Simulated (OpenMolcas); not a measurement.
Ir6+ among 4 point charges of -2.5 e arranged as a tetrahedron (Td).

| Quantity | Value |
| --- | --- |
| Program | OpenMolcas 26.06 |
| Method | CASSCF |
| Basis | ANO-RCC-VTZP [8s7p5d3f1g] |
| Scalar Hamiltonian | DKH2, point nucleus |
| Active space | 3 electrons in 5 orbitals (5d) |
| State averaging | 2S+1 = 4 even, 10 roots; 2S+1 = 2 even, 40 roots |
| Spin-orbit coupling | RASSI with atomic mean-field integrals over the reference wave functions |

All point charges move together. At R = 1.84 Å |10Dq| is 4690 cm-1, and at R = 1.92 Å it is 3921 cm-1.

Question: A third run gives 5625 cm-1. What distance was it run at?

Answer: With a power law R^-n the two known points give n = -ln(3921 / 4690) / ln(1.92 / 1.84) = 4.21. Then R = 1.84 × (4690 / 5625)^(1/4.21) = 1.762 Å. The run was at 1.76 Å, so the estimate is off by +0.002 Å.

Without dynamic correlation the repulsion within the d shell is too large (B by tens of per cent), so at a given field states of lower spin stand too high. Point charges give a weaker field than real ligands, and real ions of this kind are as a rule low spin; the high spin found here belongs to the model. Spin-orbit coupling mixes the spin-free states strongly: the lowest level takes only 55 % from its leading state, 4T1 (figures for R = 1.76; the like holds for R = 1.84, R = 1.92). This is an electrostatic model: the charges have no orbitals. No measured value stands beside these numbers.
